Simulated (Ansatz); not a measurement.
Correlation energies of `IB(I)I` by basis set

```json
{"atom": "I1", "x (Å)": "0.875", "y (Å)": "-1.523", "z (Å)": "1.170"}
{"atom": "B2", "x (Å)": "0.000", "y (Å)": "0.000", "z (Å)": "0.000"}
{"atom": "I3", "x (Å)": "1.224", "y (Å)": "1.407", "z (Å)": "-0.988"}
{"atom": "I4", "x (Å)": "-2.099", "y (Å)": "0.116", "z (Å)": "-0.182"}
```

Charge 0, multiplicity 1. Correlated methods include outer-core shells of I, which these sets cover unevenly. I: def2 effective core potential. Geometry: relaxed with PBE0-D4/def2-TZVP. Frozen core, restricted reference, Ansatz 0.2.0.

```
     basis     HF (Eh)  MP2 corr.
  def2-SVP  -914.68932   -0.44543
def2-TZVPP  -914.74428   -1.59511
def2-QZVPP  -914.74849   -2.11381
```

Task: Estimate the CCSD correlation energy and the (T) correction in each basis where they were run (hartree).

Result: 
```json
{"basis": "def2-SVP", "CCSD corr.": "-0.46386", "(T)": "-0.01576"}
{"basis": "def2-TZVPP", "CCSD corr.": "-1.50094", "(T)": "-0.03992"}
```
